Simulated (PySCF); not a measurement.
Be(SeH)(SiH3) (BeH4SeSi), SMILES [Be]([SiH3])[SeH].

Geometry: B3LYP-D3(BJ)/def2-TZVP. Other conformers were not sampled.

These are B3LYP-D3(BJ)/def2-TZVP (PySCF 2.14.0) values and carry that method's errors.

Frequencies are harmonic and unscaled.

A small imaginary wavenumber (i) marks a very flat motion, where grid noise or a shallow saddle decides the sign.

| mode | ν (cm⁻¹) | IR (km/mol) | moving atoms (share of kinetic energy) |
|---|---|---|---|
| 1 | 9i | 3.9 | H 99 % |
| 2 | 144 | 18.6 | Be 68 %, H 28 % |
| 3 | 159 | 12.7 | Be 74 %, H 22 % |
| 4 | 254 | 2.3 | Si 62 %, Se 30 % |
| 5 | 444 | 0.5 | H 89 % |
| 6 | 490 | 3.0 | H 73 %, Be 17 %, Si 10 % |
| 7 | 559 | 1.8 | H 75 %, Be 20 % |
| 8 | 847 | 271.5 | Be 74 %, H 23 % |
| 9 | 894 | 78.8 | H 69 %, Be 18 %, Si 12 % |
| 10 | 949 | 38.8 | H 98 % |
| 11 | 952 | 40.3 | H 98 % |
| 12 | 2189 | 72.9 | H 98 % |
| 13 | 2193 | 86.6 | H 97 % |
| 14 | 2194 | 95.5 | H 96 % |
| 15 | 2384 | 4.7 | H 99 % |
